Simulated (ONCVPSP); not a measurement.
**Which change was made? (Br, ONCV)**

| Property | Result |
| --- | --- |
| Element | Br (Z = 35) |
| Generator | ONCVPSP 4.0.1 |
| Type | optimised norm-conserving Vanderbilt (ONCV) |
| Functional | LDA (Perdew-Wang 92) |
| Relativity | scalar-relativistic |
| Frozen core | [Ne] |
| Valence charge | 25 |
| Reference configuration | 3s2 3p6 3d10 4s2 4p4 (charge +1) |
| Partial waves | 3s+4s: rc 0.95 bohr, ncon 4, nbas 8, qcut 13.5 1/bohr, 2 projectors; 3p+4p: rc 1.00 bohr, ncon 4, nbas 7, qcut 10.7 1/bohr, 3 projectors, debl 1.5 Ha; 3d: rc 1.10 bohr, ncon 3, nbas 8, qcut 16 1/bohr, 2 projectors, debl 2.1 Ha |
| Local potential | polynomial inside 0.90 bohr (lpopt 5, dvloc0 0 Ha) |
| Core correction | none |

In the d channel the program set the typed energies aside and used -2.874, 0.250 Ha.

Cutoffs, loose and tight: the cutoffs (Ha) at which the residual kinetic energy of the hardest occupied pseudo-wave falls to 1 and 0.1 mHa per electron. They do not see the model core or the augmentation charge, which bear on the density cutoff. Test errors are all-electron minus pseudo excitation energies from the reference, over the configurations 3s2 3p6 3d10 4s2 4p5; 3s2 3p6 3d10 4s2 4p3; 3s2 3p6 3d10 4s2 4p2; 3s1 3p6 3d10 4s2 4p5; variants that change the core or the reference have their own tests.

The base gives: outcome: generated, projector energies reset by the program; cutoff, loose: 97 Ha; cutoff, tight: 144 Ha; bound ghosts: none; GHOST(+) flags above zero: p; largest test error (meV): -539.

Question: After one change the result is: outcome: generated, projector energies reset by the program; cutoff, loose: 79 Ha; cutoff, tight: 144 Ha; bound ghosts: none; GHOST(+) flags above zero: p; largest test error (meV): -631. Which change was it?
A. d: qcut 13.5
B. d: qcut 21.3
C. d: qcut 9.5

Answer: A. The others give: d: qcut 21.3 → outcome: generated, projector energies reset by the program; cutoff, loose: 124 Ha; cutoff, tight: 144 Ha; bound ghosts: none; GHOST(+) flags above zero: p; largest test error (meV): -438 | d: qcut 9.5 → outcome: generated, projector energies reset by the program; bound ghosts: none; GHOST(+) flags above zero: p; largest test error (meV): -863.
